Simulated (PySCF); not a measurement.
C3H5NSi2.
Structure used (GFN2-xTB), in Å, numbered top down from 1:
```xyz
11
C3H5NSi2 angstrom
N     -3.585    0.781    1.504
C     -2.913    0.057    0.925
Si    -1.830   -1.138   -0.023
C     -0.151   -0.371   -0.012
C      0.951    0.131   -0.005
Si     2.633    0.907    0.010
H     -1.845   -2.408    0.706
H     -2.370   -1.227   -1.382
H      2.555    2.137    0.800
H      3.558   -0.055    0.615
H      3.003    1.189   -1.379
```

PySCF, density fitting, gas phase, GFN2-xTB geometry. The standard run uses grid level 2 after a coarse-grid start, the def2-universal JK fitting basis (with tight functions added where the orbital basis needs them), an energy threshold of 1e-9 Eh and DIIS. The changed runs have no coarse-grid stage.

Task: Standard PBE0/pcSseg-1: E = -750.499198 Eh, HOMO -8.627 eV, LUMO -1.142 eV, dipole 3.888 D, 14 cycles (coarse-grid cycles included). What changes at PBE0/pcSseg-1 with: fitting basis def2-universal-jkfit?

Result: E = -750.499237 Eh (-0.039 mEh), HOMO -8.627 eV (0.000), LUMO -1.142 eV (0.000), dipole 3.888 D (0.000), 10 SCF cycles. Of the changed settings only the fitting basis enters the energy expression; the total energy moves by 0.02 kcal/mol.

The cycles:
```
cycle   1  E = -750.4406442440  dE =  4.231e-01  |g| = 4.720e-01  |ddm| = 3.204e+00
cycle   2  E = -750.3283034865  dE =  1.123e-01  |g| = 8.404e-01  |ddm| = 1.066e+00
cycle   3  E = -750.4903673183  dE = -1.621e-01  |g| = 1.967e-01  |ddm| = 6.139e-01
cycle   4  E = -750.4987352350  dE = -8.368e-03  |g| = 4.360e-02  |ddm| = 1.601e-01
cycle   5  E = -750.4990138476  dE = -2.786e-04  |g| = 2.970e-02  |ddm| = 5.383e-02
cycle   6  E = -750.4992292059  dE = -2.154e-04  |g| = 5.193e-03  |ddm| = 2.142e-02
cycle   7  E = -750.4992368211  dE = -7.615e-06  |g| = 7.579e-04  |ddm| = 5.844e-03
cycle   8  E = -750.4992369683  dE = -1.473e-07  |g| = 1.334e-04  |ddm| = 8.415e-04
cycle   9  E = -750.4992369732  dE = -4.913e-09  |g| = 3.053e-05  |ddm| = 1.799e-04
cycle  10  E = -750.4992369734  dE = -1.965e-10  |g| = 5.453e-06  |ddm| = 4.031e-05
```
